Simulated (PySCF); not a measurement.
Delta-SCF ions had no search for a lower state. Excitations are Tamm–Dancoff values on a coarser integration grid. The basis has no diffuse functions, so Rydberg states are missing or too high.

Species: C9H5F3S, SMILES `FC(F)(F)c1ccc2ccsc2c1` (charge 0, multiplicity 1).

**Question.** Give the LUMO, S1 excitation (TDA) and vertical ionisation energy (Delta-SCF) at the level M06-2X/def2-TZVP // PBE0-D3(BJ)/def2-SVP run with PySCF.

**Answer.** 
- LUMO: -0.63 eV
- S1 excitation (TDA): 4.88 eV
- vertical ionisation energy (Delta-SCF): 8.72 eV
